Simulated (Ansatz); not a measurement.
The same ligand exchange along the group B, Al, Ga.

Isolated molecules relaxed with PBE0-D4/def2-TZVP in Ansatz; ΔE leaves out vibrations. CBS: MP2 limit from def2 TZ/QZ plus the TZ coupled-cluster correction, frozen cores. This one scheme is used for every species. Functionals use def2-TZVPP. For Br, Ga outer-core shells are correlated without core-valence functions, which leaves a few kJ/mol of doubt a bond. Scalar relativity is left out up to krypton.

```tsv
reaction	HF/CBS(def2) (kcal/mol)	ωB97M-V (kcal/mol)	ωB97X-V (kcal/mol)	CCSD(T)/CBS(def2) (kcal/mol)
`ClB(Br)Br` + H–F → `FB(Cl)Br` + HBr	-22.5	-17.4	-17.5	-14.1
`[Cl][Al]([Br])[Br]` + H–F → `[F][Al]([Cl])[Br]` + HBr	-7.0	-5.3	-5.6	-4.1
`[Cl][Ga]([Br])[Br]` + H–F → `[F][Ga]([Cl])[Br]` + HBr	9.4	10.5	9.6	12.4
```

Largest T1 diagnostic: 0.011, for `[F][Ga]([Cl])[Br]`.
